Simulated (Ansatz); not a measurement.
V₆O₂₀H₁₀, relaxed as a singlet with RKS PBE-D4/def2-SVP in Ansatz, starting from the GFN1-xTB geometry. Force threshold 0.03 eV/Å.

Single mean-field runs in def2-SVP are fitted with def2-universal-jkfit. The structure holds one bond between oxygen atoms, so isomers without such links may lie far lower. The restricted singlet is unstable towards broken spin symmetry at other levels; at PBE-D4/def2-SVP this wasn't settled.

Start:

```xyz
36

V    -0.795    1.344   -1.868
V     2.867    0.614   -0.417
V     2.155   -1.521    0.532
V    -1.083   -1.209   -2.061
V    -2.455   -0.649    1.755
V     0.521    1.956    1.342
O    -3.780   -1.552    1.277
O    -2.793   -0.312    3.349
O    -2.475    0.750    0.956
O    -1.159   -1.620    1.801
O    -1.968   -1.522   -3.407
O     0.492   -1.486   -2.265
O     0.010    1.938   -3.184
O     3.207   -2.259    1.581
O    -0.055    1.416   -0.436
O     0.806   -2.304    0.387
O    -1.855   -1.363   -0.714
O     1.845    0.047    0.963
O    -0.152    0.820    2.450
O    -0.398    3.192    1.527
O    -2.264    1.818   -1.801
O     2.067    2.392    1.912
O     2.424    1.333   -1.814
O     4.323    0.894    0.006
O     2.824   -1.210   -0.945
O     2.062    2.470    0.616
H    -4.090   -1.958    0.467
H    -2.748    0.186    4.163
H    -2.314    1.541    0.428
H    -2.621   -1.768   -4.059
H     1.432   -1.558   -2.034
H     0.141    2.485   -3.956
H     3.722   -2.802    2.173
H     2.292    1.958   -2.527
H    -0.477   -2.043    1.207
H     0.292   -0.020    2.597
```

```tsv
step	energy (eV)	largest force component (eV/Å)	SCF passes
1	-195127.0049	5.759	42
2	-195130.1490	2.811	37
3	-195131.1673	0.887	36
4	-195131.4665	0.559	37
5	-195131.7118	0.754	36
6	-195131.9059	0.758	36
7	-195132.0567	0.853	36
8	-195132.1833	0.645	38
9	-195132.2947	0.717	38
10	-195132.3677	0.891	37
11	-195132.4849	0.464	38
13	-195132.6073	0.261	30
15	-195132.6413	0.087	28
17	-195132.6615	0.107	29
19	-195132.6736	0.152	29
21	-195132.6789	0.057	30
23	-195132.6808	0.030	30
25	-195132.6834	0.050	29
27	-195132.6859	0.215	30
29	-195132.6886	0.052	30
31	-195132.6932	0.121	30
33	-195132.6977	0.169	31
35	-195132.7025	0.208	30
37	-195132.7053	0.089	30
39	-195132.7069	0.017	29
```

Force components are those of the run's own axes.

End:

```csv
atom,x (Å),y (Å),z (Å)
V1,-0.740,0.999,-1.563
V2,2.992,0.727,-0.554
V3,2.215,-1.460,0.920
V4,-1.026,-1.439,-2.442
V5,-2.962,-0.514,1.812
V6,0.713,2.144,1.225
O7,-3.666,-1.516,0.586
O8,-3.837,-0.685,3.329
O9,-3.045,1.140,1.291
O10,-1.414,-1.005,1.955
O11,-2.010,-1.159,-3.877
O12,0.696,-1.461,-2.584
O13,0.104,1.781,-2.930
O14,3.407,-2.527,1.659
O15,0.264,0.902,-0.179
O16,0.653,-1.989,1.195
O17,-1.732,-2.006,-1.115
O18,2.447,0.140,1.372
O19,0.298,1.396,2.777
O20,-0.271,3.352,1.042
O21,-2.227,1.493,-1.251
O22,2.414,2.811,1.543
O23,2.650,1.260,-2.177
O24,4.547,0.764,-0.427
O25,2.539,-1.162,-0.762
O26,2.362,2.469,0.170
H27,-3.011,-1.867,-0.100
H28,-3.384,-0.978,4.144
H29,-2.784,1.447,0.376
H30,-2.985,-1.228,-3.887
H31,1.463,-1.490,-1.925
H32,-0.240,2.450,-3.551
H33,3.171,-3.429,1.950
H34,1.752,1.458,-2.577
H35,-0.308,-1.532,1.531
H36,0.958,0.712,3.022
```

Bonds lost: O10–H35 (atoms count from 1). Bonds formed: O16–H35 (atoms count from 1).

No frequencies were taken in this run, so the end may be a saddle point.

Run time 4.3 min (2 threads of AMD EPYC 7R13 on a shared host and a share (18 GiB) of an NVIDIA H100 80GB HBM3), peak host memory 1.1 GiB.
